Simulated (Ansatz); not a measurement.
Steps of a relaxation of `C[SiH2]C[SiH2]O` with RKS PBE-D4/def2-SVP.

```sh
$ ansatz run in.yaml --threads 2 --pin off --events-out ev --progress --plain --max-ram 22528MiB --backend cpu
```

```yaml
crystal:
  periodic: [false, false, false]
  atoms:
    - {symbol: C, position_ang: [-1.582900, -0.548200, -1.381000]}
    - {symbol: Si, position_ang: [-0.198500, -1.303300, -0.541300]}
    - {symbol: C, position_ang: [1.095900, -0.109500, -0.051000]}
    - {symbol: Si, position_ang: [0.563100, 0.890100, 1.377200]}
    - {symbol: O, position_ang: [1.598500, 1.988500, 1.897100]}
    - {symbol: H, position_ang: [-1.300800, 0.104000, -2.253500]}
    - {symbol: H, position_ang: [-2.306900, -1.256100, -1.755600]}
    - {symbol: H, position_ang: [-2.144400, 0.178200, -0.727800]}
    - {symbol: H, position_ang: [0.414100, -2.250300, -1.448300]}
    - {symbol: H, position_ang: [-0.665900, -2.102600, 0.638200]}
    - {symbol: H, position_ang: [2.021600, -0.654500, 0.279600]}
    - {symbol: H, position_ang: [1.423200, 0.544800, -0.858600]}
    - {symbol: H, position_ang: [-0.754500, 1.675200, 0.946900]}
    - {symbol: H, position_ang: [0.100900, 0.026200, 2.543500]}
    - {symbol: H, position_ang: [1.714700, 2.766600, 1.363800]}
basis:
  gaussian: {orbitals: def2-SVP}
hamiltonian: {xc: pbe, dispersion: d4}
relax: {f_tol: 0.03, max_steps: 200}
```

Positions (Å) and forces (eV/Å) along the path, 7 of 7 steps:

```xyz
15
step=1 energy=-20018.6742 eV
C    -1.583   -0.548   -1.381   -1.489    2.648   -0.715
Si   -0.199   -1.303   -0.541    0.511   -1.217    0.557
C     1.096   -0.110   -0.051    1.445   -0.261    0.714
Si    0.563    0.890    1.377   -3.658   -0.501   -0.136
O     1.599    1.988    1.897    1.961    0.996    1.632
H    -1.301    0.104   -2.253    0.163   -0.434    0.250
H    -2.307   -1.256   -1.756   -0.630   -0.753   -0.284
H    -2.144    0.178   -0.728    0.196   -0.456   -0.094
H     0.414   -2.250   -1.448    0.491   -0.895   -0.740
H    -0.666   -2.103    0.638   -0.038    0.022    0.213
H     2.022   -0.654    0.280   -0.306   -0.012   -0.161
H     1.423    0.545   -0.859    0.020    0.369   -0.644
H    -0.754    1.675    0.947    0.738   -0.529    0.160
H     0.101    0.026    2.543    0.408    0.118   -0.232
H     1.715    2.767    1.364    0.188    0.905   -0.521
15
step=2 energy=-20019.1223 eV
C    -1.627   -0.551   -1.404   -0.837    1.047   -0.486
Si   -0.181   -1.352   -0.608    0.264   -0.583    0.593
C     1.078   -0.108   -0.011    0.689    0.005   -0.081
Si    0.510    0.978    1.385   -1.548   -0.794   -0.033
O     1.637    2.016    1.956    1.014    0.827    0.583
H    -1.332    0.081   -2.275    0.036   -0.141    0.098
H    -2.362   -1.280   -1.777   -0.146   -0.246   -0.069
H    -2.173    0.134   -0.710    0.169   -0.206   -0.056
H     0.448   -2.338   -1.534    0.152   -0.165   -0.224
H    -0.647   -2.121    0.602   -0.027   -0.084    0.009
H     1.983   -0.663    0.335   -0.121    0.051   -0.011
H     1.418    0.530   -0.847    0.035    0.091   -0.272
H    -0.746    1.735    0.936    0.253   -0.122    0.094
H     0.163    0.067    2.539    0.012    0.169   -0.056
H     1.809    2.819    1.444    0.057    0.151   -0.089
15
step=3 energy=-20019.2235 eV
C    -1.661   -0.554   -1.439   -0.179    0.035   -0.095
Si   -0.187   -1.375   -0.597    0.068   -0.124   -0.004
C     1.083   -0.092   -0.014    0.067    0.040    0.009
Si    0.500    0.991    1.418   -0.100   -0.167   -0.113
O     1.677    2.033    1.993    0.246    0.249    0.132
H    -1.345    0.053   -2.313    0.036   -0.019    0.035
H    -2.390   -1.308   -1.805    0.060    0.009    0.036
H    -2.197    0.117   -0.738    0.003    0.018    0.016
H     0.469   -2.342   -1.555   -0.005    0.027    0.016
H    -0.657   -2.178    0.595    0.008    0.041   -0.050
H     1.991   -0.636    0.327    0.013   -0.013    0.000
H     1.397    0.536   -0.881   -0.082   -0.050    0.090
H    -0.721    1.754    0.978   -0.099    0.072   -0.031
H     0.145    0.122    2.591    0.024   -0.002   -0.035
H     1.875    2.829    1.470   -0.059   -0.117   -0.006
15
step=4 energy=-20019.2288 eV
C    -1.666   -0.556   -1.440   -0.011   -0.022   -0.015
Si   -0.185   -1.381   -0.601   -0.009    0.006    0.011
C     1.079   -0.095   -0.005   -0.005    0.022   -0.006
Si    0.494    0.997    1.419    0.013   -0.034   -0.047
O     1.683    2.038    2.001    0.052    0.044    0.071
H    -1.341    0.049   -2.312    0.003    0.003    0.001
H    -2.389   -1.314   -1.804    0.020    0.010    0.011
H    -2.200    0.117   -0.738    0.005    0.005    0.005
H     0.478   -2.338   -1.562   -0.003    0.018    0.005
H    -0.658   -2.185    0.584    0.000   -0.013   -0.008
H     1.994   -0.632    0.330   -0.005    0.008    0.001
H     1.377    0.536   -0.872   -0.008   -0.009    0.009
H    -0.729    1.769    0.979   -0.001    0.011   -0.008
H     0.144    0.125    2.588   -0.004    0.008    0.011
H     1.896    2.818    1.461   -0.046   -0.056   -0.040
15
step=5 energy=-20019.2302 eV
C    -1.665   -0.554   -1.440    0.026   -0.012    0.019
Si   -0.185   -1.381   -0.600   -0.011    0.024   -0.008
C     1.077   -0.094    0.000   -0.012   -0.010    0.017
Si    0.493    0.995    1.424    0.010    0.046   -0.037
O     1.680    2.043    2.003    0.013   -0.013    0.057
H    -1.337    0.050   -2.310   -0.003    0.002   -0.003
H    -2.386   -1.314   -1.804   -0.005    0.001   -0.003
H    -2.198    0.118   -0.738    0.000   -0.001   -0.003
H     0.482   -2.330   -1.565    0.003    0.003   -0.003
H    -0.659   -2.194    0.579   -0.001   -0.012    0.004
H     1.995   -0.628    0.331   -0.003    0.002   -0.004
H     1.367    0.539   -0.867    0.007    0.007   -0.013
H    -0.729    1.769    0.978    0.012   -0.013    0.008
H     0.142    0.128    2.597   -0.002    0.007    0.008
H     1.902    2.804    1.441   -0.033   -0.032   -0.040
15
step=6 energy=-20019.2316 eV
C    -1.664   -0.554   -1.438    0.040   -0.006    0.033
Si   -0.183   -1.382   -0.600   -0.008    0.019   -0.014
C     1.073   -0.092    0.008   -0.017   -0.017    0.010
Si    0.486    0.998    1.429   -0.002    0.046    0.022
O     1.675    2.046    2.008    0.011    0.048   -0.051
H    -1.334    0.053   -2.306   -0.007    0.003   -0.007
H    -2.382   -1.314   -1.804   -0.020   -0.004   -0.011
H    -2.198    0.116   -0.734   -0.005   -0.002   -0.005
H     0.491   -2.316   -1.573    0.003   -0.004   -0.004
H    -0.656   -2.210    0.569    0.002   -0.002    0.006
H     1.994   -0.623    0.335    0.001    0.000    0.001
H     1.357    0.543   -0.860    0.015    0.011   -0.021
H    -0.735    1.771    0.980    0.016   -0.014   -0.001
H     0.133    0.142    2.608   -0.004   -0.007    0.000
H     1.921    2.771    1.406   -0.025   -0.071    0.040
15
step=7 energy=-20019.2321 eV
C    -1.666   -0.551   -1.428    0.003   -0.001    0.006
Si   -0.179   -1.380   -0.604   -0.004    0.002   -0.010
C     1.076   -0.096    0.015    0.000   -0.005    0.003
Si    0.481    1.002    1.427   -0.009    0.012   -0.004
O     1.666    2.055    2.003   -0.001    0.008   -0.010
H    -1.343    0.073   -2.287   -0.003    0.000    0.003
H    -2.379   -1.310   -1.808   -0.001    0.000   -0.002
H    -2.207    0.103   -0.715    0.004   -0.001   -0.003
H     0.496   -2.302   -1.590    0.001    0.000   -0.003
H    -0.643   -2.222    0.558   -0.002   -0.002    0.006
H     1.988   -0.635    0.355    0.007    0.002    0.004
H     1.379    0.534   -0.850   -0.002    0.001   -0.002
H    -0.739    1.767    0.962    0.011    0.000    0.007
H     0.120    0.154    2.610   -0.002   -0.002   -0.002
H     1.930    2.758    1.384   -0.003   -0.014    0.007
```

It took 16 s on 2 threads of an AMD EPYC 7R13 on a shared host, with 0.23 GiB of host memory at the peak.
